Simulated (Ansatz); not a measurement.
Two isomers of C3H6BN: A = `C=C1CBN1`, B = `BNC=C=C`.

Program: Ansatz. Geometries: PBE0-D4/def2-TZVP. ΔE: electronic, gas phase. CCSD(T)/CBS adds triple-zeta CCSD(T) − MP2 to the extrapolated MP2 energy (def2 sets, frozen cores). Functionals use def2-TZVPP. B3LYP here is the variant with VWN-RPA as its local correlation; programs differ in this. Each species was taken in one conformer, which may not be the lowest.

(1) Which is lower in electronic energy at CCSD(T)/CBS, and by how much? (Best estimate.)

(2) Give E(B) − E(A) in kcal/mol with ωB97M-V, PBE0-D4, HF/def2-TZVPP, B3LYP, B2PLYP, CCSD(T)/def2-SVP, PBE-D4. (Best estimate.)

(3) Does the order hold for the free energy at 298.15 K (harmonic terms from PBE0-D4)? (Estimate.)

Largest T1 diagnostic: 0.014.

## Answers

(1) The calculation gave: A, by 17.5 kcal/mol.

(2) The calculation gave: ωB97M-V 18.1, PBE0-D4 19.7, HF/def2-TZVPP 14.3, B3LYP 12.4, B2PLYP 14.7, CCSD(T)/def2-SVP 17.4, PBE-D4 16.9. None reverses the order clearly.

(3) Computed: Yes: G(B) − G(A) = +15.3 kcal/mol, for one conformer each.

From BLYP to BHLYP (50 % exact exchange), in def2-TZVPP and without D4, E(B) − E(A) moves by +6.0 kcal/mol. The D4 term adds +0.9 kcal/mol with B3LYP and +0.4 kcal/mol with PBE0; it sums over pairs of atoms, weighted by their polarisabilities, and B3LYP, whose exchange is more repulsive, gets the larger term.
